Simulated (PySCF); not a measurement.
# What a mistake does to a calculation on BClH4NSi

These are calculations, not measurements. They come from PySCF 2.14.0, an open-source quantum chemistry program, on an isolated molecule that a program drew, which may never have been made. The molecule is BClH4NSi (charge 0, doublet), drawn as the SMILES string `NB[SiH]Cl`.

Each row is a Hartree-Fock (HF) and frozen-core CCSD(T) single point in the cc-pV(D+d)Z basis, meant for a local HF minimum. Run 1 is clean. Each other run has one planted mistake out of seven kinds, and not every kind appears here: one electron removed, one electron added, multiplicity raised by two, geometry at a saddle point, minimal basis STO-3G, one bond length entered in bohr, all coordinates scaled. The reference is restricted for singlets and unrestricted otherwise, and also for a bond in bohr. Adding or removing an electron swaps singlet and doublet. Electrons count all cores. HOMO and LUMO are orbital energies over both spins, the gradient is its largest component, and the lowest frequency (negative if imaginary) is given only where the gradient is small. Bond lengths are over the 7 bonds as drawn. T1 is the CCSD diagnostic: over 0.02 (restricted) or 0.045 (unrestricted) a single reference is doubtful.

Geometry of the clean run:
```xyz
8
BClH4NSi, angstrom
N    -0.7370    0.3198    0.0845
B    -0.3556   -0.1118    1.3467
Si    1.5695   -0.6136    1.7549
Cl    2.0580   -0.3099    3.7643
H    -0.1054    0.4695   -0.6751
H    -1.6874    0.5290   -0.1452
H    -1.1952   -0.2460    2.1933
H     2.6147    0.0735    0.9567
```

```
run  electrons  basis functions  <S^2>  HOMO (eV)  LUMO (eV)  gradient (hartree/bohr)  lowest frequency (cm^-1)  mean bond (Å)  longest bond (Å)      T1  HF (hartree)  CCSD(T) (hartree)                     mistake
  1         47               94  0.761      -8.55       1.20                  5.5e-06                        67         1.4559             2.090  0.0161    -829.96146         -830.49579                    no fault
  2         47               94  0.770      -7.46       1.45                  2.1e-05                      -499         1.4453             2.073  0.0155    -829.95260         -830.49083  geometry at a saddle point
  3         48               94  0.000      -0.57       8.32                  4.2e-02                         -         1.4559             2.090  0.0154    -829.94641         -830.51005                           ?
  4         47               94  1.492      -8.60       1.11                  2.2e-02                         -         1.5828             2.090  0.0570    -829.81264         -830.34945                           ?
```

**Which mistake was planted in run 3, and what did it cost?**

It counts 48 electrons, one more than the clean run, at the same geometry and basis. So the mistake is: one electron added. Subtracting run 1 and multiplying by 627.51 kcal/mol a hartree, the energy moved by 9.4 kcal/mol in HF and -8.9 kcal/mol in CCSD(T).

**Which mistake was planted in run 4, and what did it cost?**

The mean bond changes by a factor of 1.087 and the longest by 1.000, so the molecule wasn't scaled as a whole. A length L in bohr read as angstrom grows by (1/0.5292 - 1) L = 0.890 L. The 7 bonds together grew by 7 x 0.1269 = 0.888 Å, which gives L = 0.998 Å. That is the length of one of the H-N bonds, 0.999 Å in the clean geometry. So the mistake is: one bond length entered in bohr. Subtracting run 1 and multiplying by 627.51 kcal/mol a hartree, the energy moved by 93.4 kcal/mol in HF and 91.8 kcal/mol in CCSD(T).

Cautions from the logs. Run 4: T1 is over the limit, so its CCSD(T) energy is less reliable.
